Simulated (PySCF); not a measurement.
Isomers of C6H11F, one GFN2-xTB conformer each. Single-point energies are computed at PBE0/pcSseg-1 (PySCF, gas phase, no added dispersion term), electronic only.

Question: Rank them by PBE0/pcSseg-1 energy, lowest first (kcal/mol).
A. `[F:1][CH:2]1[CH2:3][CH2:4][CH2:5][CH2:6][CH2:7]1` with F1–C2–C3–C4 67°, C2–C3–C4–C5 56°, C3–C4–C5–C6 -59°, C4–C5–C6–C7 59°
B. `[CH2:1]=[C:2]([F:3])[CH2:4][CH:5]([CH3:6])[CH3:7]` with C1–C2–C4–C5 111°, C2–C4–C5–C6 -64°

Answer: A (0.0), B (21.5).

As drawn, the higher has a C=C bond outside aromatic rings, which the lower lacks. GFN2-xTB itself gives, in the same order: 0.0, 27.4. Both levels put the same isomer lowest.

Question: Which frontier levels, dipoles and rotational constants go with these structures?

Answer: 
| SMILES | HOMO (eV, PBE0/pcSseg-1) | LUMO (eV) | dipole (D) | A, B, C (MHz) |
| --- | --- | --- | --- | --- |
| FC1CCCCC1 | -8.44 | 1.33 | 1.72 | 3609, 2652, 2002 |
| C=C(F)CC(C)C | -7.31 | 0.52 | 1.53 | 4425, 1566, 1421 |
